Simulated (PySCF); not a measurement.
PySCF input (M06-2X/def2-TZVPD):

```python
from pyscf import gto, scf, dft

mol = gto.M(
    atom='''
    Si    0.07293248   -0.43127498   -0.00285447
    O    -0.18041998    1.06688573    0.00706138
    H    -0.99857848   -1.45308028   -0.02551919
    H     1.42088358   -1.04415589    0.00899078
    ''',
    basis='def2-tzvpd',
    charge=0,
    spin=0,
    verbose=4,
)

mf = dft.RKS(mol, xc='m062x').density_fit(auxbasis='def2-universal-jkfit')
mf.grids.level = 4
mf.conv_tol = 1e-9
mf.max_cycle = 100
mf.max_memory = 1500
mf.kernel()
if not mf.converged:
    mf = mf.newton()
    mf.kernel(mf.make_rdm1())
mf.analyze()
```

Output:

```
PySCF version 2.14.0

[INPUT] verbose = 4
[INPUT] num. atoms = 4
[INPUT] num. electrons = 24
[INPUT] charge = 0
[INPUT] spin (= nelec alpha-beta = 2S) = 0
[INPUT] symmetry False subgroup None
[INPUT] Mole.unit = angstrom
[INPUT] Symbol           X                Y                Z      unit          X                Y                Z       unit  Magmom
[INPUT]  1 Si     0.072932480000  -0.431274980000  -0.002854470000 AA    0.137822412785  -0.814991596577  -0.005394166531 Bohr   0.0
[INPUT]  2 O     -0.180419980000   1.066885730000   0.007061380000 AA   -0.340944349600   2.016121835907   0.013344074261 Bohr   0.0
[INPUT]  3 H     -0.998578480000  -1.453080280000  -0.025519190000 AA   -1.887039841084  -2.745923766206  -0.048224280021 Bohr   0.0
[INPUT]  4 H      1.420883580000  -1.044155890000   0.008990780000 AA    2.685080821092  -1.973168663451   0.016990111846 Bohr   0.0

nuclear repulsion = 52.4229683067235
number of shells = 39
number of NR pGTOs = 146
number of NR cGTOs = 101
basis = def2-tzvpd
ecp = {}

******** <class 'pyscf.df.df_jk.DFRKS'> ********
method = DFRKS
initial guess = minao
damping factor = 0
level_shift factor = 0
DIIS = <class 'pyscf.scf.diis.CDIIS'>
diis_start_cycle = 1
diis_space = 8
diis_damp = 0
SCF conv_tol = 1e-09
SCF conv_tol_grad = None
SCF max_cycles = 100
direct_scf = False
XC library pyscf.dft.libxc version 7.1.2
    S. Lehtola, C. Steigemann, M. J. T. Oliveira, and M. A. L. Marques,  SoftwareX 7, 1–5 (2018)
XC functionals = m062x
    Y. Zhao and D. G. Truhlar,  Theor. Chem. Acc. 120, 215 (2008)
    Y. Zhao and D. G. Truhlar,  Theor. Chem. Acc. 120, 215 (2008)
radial grids:
    Treutler-Ahlrichs [JCP 102, 346 (1995); DOI:10.1063/1.469408] (M4) radial grids

becke partition: Becke, JCP 88, 2547 (1988); DOI:10.1063/1.454033
pruning grids: <function nwchem_prune>
grids dens level: 4
symmetrized grids: False
atomic radii adjust function: <function treutler_atomic_radii_adjust>
small_rho_cutoff = 0
Set gradient conv threshold to 3.16228e-05
Initial guess from minao.
tot grids = 88600
******** <class 'pyscf.df.df.DF'> ********
auxbasis = def2-universal-jkfit
init E= -365.815871350534
  HOMO = -0.36248011609959  LUMO = -0.0941327882738037  gap/eV = 7.30210
cycle= 1 E= -365.714175758898  delta_E= 0.102  |g|= 0.899  |ddm|= 1.51
  HOMO = -0.155390712154421  LUMO = -0.0412284850737837  gap/eV = 3.10651
cycle= 2 E= -364.988813849394  delta_E= 0.725  |g|= 2.03  |ddm|= 1.67
  HOMO = -0.366402192700908  LUMO = -0.0679504408848999  gap/eV = 8.12129
cycle= 3 E= -365.890524142774  delta_E= -0.902  |g|= 0.0697  |ddm|= 1.23
  HOMO = -0.354808896606787  LUMO = -0.052025480955308  gap/eV = 8.23916
cycle= 4 E= -365.891999253655  delta_E= -0.00148  |g|= 0.0227  |ddm|= 0.0869
  HOMO = -0.360181911314299  LUMO = -0.0529290186728915  gap/eV = 8.36078
cycle= 5 E= -365.892101881244  delta_E= -0.000103  |g|= 0.00675  |ddm|= 0.0164
  HOMO = -0.360495309889732  LUMO = -0.052215426492495  gap/eV = 8.38872
cycle= 6 E= -365.892113791579  delta_E= -1.19e-05  |g|= 0.00162  |ddm|= 0.00954
  HOMO = -0.360746575544942  LUMO = -0.052265198937711  gap/eV = 8.39421
cycle= 7 E= -365.892114910328  delta_E= -1.12e-06  |g|= 0.000347  |ddm|= 0.00248
  HOMO = -0.360808594095695  LUMO = -0.0522453693619767  gap/eV = 8.39643
cycle= 8 E= -365.892114992546  delta_E= -8.22e-08  |g|= 8.42e-05  |ddm|= 0.000797
  HOMO = -0.360823048054282  LUMO = -0.052241002903493  gap/eV = 8.39695
cycle= 9 E= -365.892114996893  delta_E= -4.35e-09  |g|= 1.55e-05  |ddm|= 0.000189
  HOMO = -0.360827707174569  LUMO = -0.052241001077391  gap/eV = 8.39707
cycle= 10 E= -365.892114997037  delta_E= -1.44e-10  |g|= 2.97e-06  |ddm|= 3.86e-05
  HOMO = -0.360828123183173  LUMO = -0.0522404048121601  gap/eV = 8.39710
Extra cycle  E= -365.892114997037  delta_E= -5.12e-13  |g|= 4.41e-06  |ddm|= 6.15e-06
converged SCF energy = -365.892114997037
**** SCF Summaries ****
Total Energy =                        -365.892114997037481
Nuclear Repulsion Energy =              52.422968306723497
One-electron Energy =                 -610.431150180851773
Two-electron Energy =                  192.116066877090844
Two-electron Coulomb Energy =          222.321723046602017
DFT Exchange-Correlation Energy =      -30.205656169511172
HOMO-LUMO gap [eV] =                     8.397099525624682
**** MO energy ****
MO #1   energy= -67.0523189411213  occ= 2
MO #2   energy= -19.5905695524496  occ= 2
MO #3   energy= -5.59244831401165  occ= 2
MO #4   energy= -3.90667428575053  occ= 2
MO #5   energy= -3.9006059616159   occ= 2
MO #6   energy= -3.89965086247672  occ= 2
MO #7   energy= -1.04266542141526  occ= 2
MO #8   energy= -0.599798926197707 occ= 2
MO #9   energy= -0.464352639113351 occ= 2
MO #10  energy= -0.429603340135578 occ= 2
MO #11  energy= -0.386397080459107 occ= 2
MO #12  energy= -0.360828123183173 occ= 2
MO #13  energy= -0.0522404048121601 occ= 0
MO #14  energy= 0.0110555783365763 occ= 0
MO #15  energy= 0.014575605328297  occ= 0
MO #16  energy= 0.0430927132751021 occ= 0
MO #17  energy= 0.0678361011542247 occ= 0
MO #18  energy= 0.0863969855505932 occ= 0
MO #19  energy= 0.0908802273008968 occ= 0
MO #20  energy= 0.093067820527191  occ= 0
MO #21  energy= 0.110146137633493  occ= 0
MO #22  energy= 0.127713312575949  occ= 0
MO #23  energy= 0.145704468655856  occ= 0
MO #24  energy= 0.16629065122281   occ= 0
MO #25  energy= 0.174032756762689  occ= 0
MO #26  energy= 0.193949378434895  occ= 0
MO #27  energy= 0.23756134451348   occ= 0
MO #28  energy= 0.2383225245455    occ= 0
MO #29  energy= 0.252532370429409  occ= 0
MO #30  energy= 0.256704807290312  occ= 0
MO #31  energy= 0.291190640792121  occ= 0
MO #32  energy= 0.29975252091795   occ= 0
MO #33  energy= 0.31206781739087   occ= 0
MO #34  energy= 0.344789633140343  occ= 0
MO #35  energy= 0.389541686661318  occ= 0
MO #36  energy= 0.406733534929474  occ= 0
MO #37  energy= 0.409997939854753  occ= 0
MO #38  energy= 0.421037823949569  occ= 0
MO #39  energy= 0.467702866212819  occ= 0
MO #40  energy= 0.475397598664312  occ= 0
MO #41  energy= 0.543297378999752  occ= 0
MO #42  energy= 0.552578287390029  occ= 0
MO #43  energy= 0.562528710347808  occ= 0
MO #44  energy= 0.570244053878888  occ= 0
MO #45  energy= 0.5797341560596    occ= 0
MO #46  energy= 0.661911411199164  occ= 0
MO #47  energy= 0.720172556414848  occ= 0
MO #48  energy= 0.745864424385998  occ= 0
MO #49  energy= 0.781972713318143  occ= 0
MO #50  energy= 0.889588461430222  occ= 0
MO #51  energy= 0.915017777454804  occ= 0
MO #52  energy= 1.00592790820869   occ= 0
MO #53  energy= 1.02034744674916   occ= 0
MO #54  energy= 1.07447509724324   occ= 0
MO #55  energy= 1.08035292725915   occ= 0
MO #56  energy= 1.08652965345828   occ= 0
MO #57  energy= 1.0962845037566    occ= 0
MO #58  energy= 1.16529210287079   occ= 0
MO #59  energy= 1.16621696524104   occ= 0
MO #60  energy= 1.19307774148955   occ= 0
MO #61  energy= 1.19998167598043   occ= 0
MO #62  energy= 1.27744297102469   occ= 0
MO #63  energy= 1.31162847048045   occ= 0
MO #64  energy= 1.47387644390251   occ= 0
MO #65  energy= 1.54909590530027   occ= 0
MO #66  energy= 1.56315909551828   occ= 0
MO #67  energy= 1.62730579224215   occ= 0
MO #68  energy= 1.80511844581587   occ= 0
MO #69  energy= 1.83817510792742   occ= 0
MO #70  energy= 1.86560152424377   occ= 0
MO #71  energy= 1.88997424493293   occ= 0
MO #72  energy= 1.94428714023435   occ= 0
MO #73  energy= 2.01052589436968   occ= 0
MO #74  energy= 2.1543974300263    occ= 0
MO #75  energy= 2.3462022578337    occ= 0
MO #76  energy= 2.39063925303957   occ= 0
MO #77  energy= 2.48442164018966   occ= 0
MO #78  energy= 2.53522667828885   occ= 0
MO #79  energy= 2.85041711268936   occ= 0
MO #80  energy= 2.87344452698147   occ= 0
MO #81  energy= 2.96326555195098   occ= 0
MO #82  energy= 3.05490750608999   occ= 0
MO #83  energy= 3.14328314010375   occ= 0
MO #84  energy= 3.83257685977783   occ= 0
MO #85  energy= 5.20621357654641   occ= 0
MO #86  energy= 5.21162053690116   occ= 0
MO #87  energy= 5.26214972878557   occ= 0
MO #88  energy= 5.29793494836345   occ= 0
MO #89  energy= 5.314675881769     occ= 0
MO #90  energy= 5.35516876855244   occ= 0
MO #91  energy= 5.49195718436729   occ= 0
MO #92  energy= 6.19959374563381   occ= 0
MO #93  energy= 6.37494009921065   occ= 0
MO #94  energy= 6.44960384934145   occ= 0
MO #95  energy= 6.46721943225693   occ= 0
MO #96  energy= 6.64262287292038   occ= 0
MO #97  energy= 6.69709462487053   occ= 0
MO #98  energy= 6.72293168200731   occ= 0
MO #99  energy= 6.961971063475     occ= 0
MO #100 energy= 11.2850539623916   occ= 0
MO #101 energy= 43.801364726942    occ= 0
 ** Mulliken pop on meta-lowdin orthogonal AOs  **
 ** Mulliken pop  **
pop of  0 Si 1s           1.99999
pop of  0 Si 2s           1.99965
pop of  0 Si 3s           0.98778
pop of  0 Si 4s           0.00910
pop of  0 Si 5s           0.00048
pop of  0 Si 6s           0.00020
pop of  0 Si 2px          1.99994
pop of  0 Si 2py          1.99994
pop of  0 Si 2pz          1.99987
pop of  0 Si 3px          0.83786
pop of  0 Si 3py          0.60781
pop of  0 Si 3pz          0.43616
pop of  0 Si 4px          0.01308
pop of  0 Si 4py          0.01512
pop of  0 Si 4pz          0.00256
pop of  0 Si 5px          0.00076
pop of  0 Si 5py          0.00251
pop of  0 Si 5pz          0.00011
pop of  0 Si 6px          0.00003
pop of  0 Si 6py          0.00022
pop of  0 Si 6pz          0.00001
pop of  0 Si 3dxy         0.02674
pop of  0 Si 3dyz         0.01661
pop of  0 Si 3dz^2        0.00217
pop of  0 Si 3dxz         0.00048
pop of  0 Si 3dx2-y2      0.00572
pop of  0 Si 4dxy         0.00404
pop of  0 Si 4dyz         0.00094
pop of  0 Si 4dz^2        0.00042
pop of  0 Si 4dxz         0.00003
pop of  0 Si 4dx2-y2      0.00202
pop of  0 Si 5dxy         0.00207
pop of  0 Si 5dyz         0.00027
pop of  0 Si 5dz^2        0.00009
pop of  0 Si 5dxz         0.00001
pop of  0 Si 5dx2-y2      0.00078
pop of  0 Si 4f-3         0.00111
pop of  0 Si 4f-2         0.00003
pop of  0 Si 4f-1         0.00008
pop of  0 Si 4f+0         0.00027
pop of  0 Si 4f+1         0.00113
pop of  0 Si 4f+2         0.00025
pop of  0 Si 4f+3         0.00120
pop of  1 O 1s            1.99998
pop of  1 O 2s            1.74973
pop of  1 O 3s            0.00464
pop of  1 O 4s            0.00168
pop of  1 O 5s            0.00045
pop of  1 O 6s            0.00010
pop of  1 O 2px           1.79294
pop of  1 O 2py           1.67302
pop of  1 O 2pz           1.53094
pop of  1 O 3px           0.00827
pop of  1 O 3py           0.00170
pop of  1 O 3pz           0.00139
pop of  1 O 4px           0.00139
pop of  1 O 4py           0.00101
pop of  1 O 4pz           0.00135
pop of  1 O 5px           0.00083
pop of  1 O 5py           0.00086
pop of  1 O 5pz           0.00092
pop of  1 O 3dxy          0.00515
pop of  1 O 3dyz          0.00524
pop of  1 O 3dz^2         0.00219
pop of  1 O 3dxz          0.00015
pop of  1 O 3dx2-y2       0.00701
pop of  1 O 4dxy          0.00074
pop of  1 O 4dyz          0.00065
pop of  1 O 4dz^2         0.00033
pop of  1 O 4dxz          0.00002
pop of  1 O 4dx2-y2       0.00117
pop of  1 O 5dxy          0.00028
pop of  1 O 5dyz          0.00011
pop of  1 O 5dz^2         0.00009
pop of  1 O 5dxz          0.00000
pop of  1 O 5dx2-y2       0.00010
pop of  1 O 4f-3          0.00032
pop of  1 O 4f-2          0.00002
pop of  1 O 4f-1          0.00015
pop of  1 O 4f+0          0.00006
pop of  1 O 4f+1          0.00001
pop of  1 O 4f+2          0.00014
pop of  1 O 4f+3          0.00027
pop of  2 H 1s            1.09632
pop of  2 H 2s            0.00481
pop of  2 H 3s            0.00195
pop of  2 H 2px           0.00380
pop of  2 H 2py           0.00222
pop of  2 H 2pz           0.00037
pop of  2 H 3px           0.00091
pop of  2 H 3py           0.00169
pop of  2 H 3pz           0.00043
pop of  3 H 1s            1.09632
pop of  3 H 2s            0.00481
pop of  3 H 3s            0.00195
pop of  3 H 2px           0.00494
pop of  3 H 2py           0.00108
pop of  3 H 2pz           0.00036
pop of  3 H 3px           0.00111
pop of  3 H 3py           0.00149
pop of  3 H 3pz           0.00043
 ** Mulliken atomic charges  **
charge of    0Si =      1.02040
charge of    1O =     -0.79541
charge of    2H =     -0.11249
charge of    3H =     -0.11249
Dipole moment(X, Y, Z, Debye):  0.67473, -3.98995, -0.02644
```
